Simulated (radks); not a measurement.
The numbers below are computed, except where a source is named.
Q: V IX, configuration [Ne] 3s2 3p3. Code: a radial shooting solver on a logarithmic mesh with Libxc functionals. Model: Dirac Kohn-Sham, BLYP, spin-unpolarised, spherical densities, finite nucleus; open shells fill j = l - 1/2 first; Fermi nuclear charge, rms radius 3.6002 fm. Some entries of the table are withheld. Estimate them.

orbital,occ.,eigenvalue (Ry),<1/r> (bohr^-1)
1s1/2,2,-407.4347,(1)
2s1/2,2,-56.98121,4.832
2p1/2,2,(2),(3)
2p3/2,4,(4),(5)
3s1/2,2,-15.94061,1.667
3p1/2,2,-13.94292,(6)
3p3/2,1,-13.85679,(7)

A: 
(1) 1s1/2 <1/r> (bohr^-1): 22.84
(2) 2p1/2 eigenvalue (Ry): -50.09954
(3) 2p1/2 <1/r> (bohr^-1): 4.770
(4) 2p3/2 eigenvalue (Ry): -49.57195
(5) 2p3/2 <1/r> (bohr^-1): 4.704
(6) 3p1/2 <1/r> (bohr^-1): 1.588
(7) 3p3/2 <1/r> (bohr^-1): 1.574
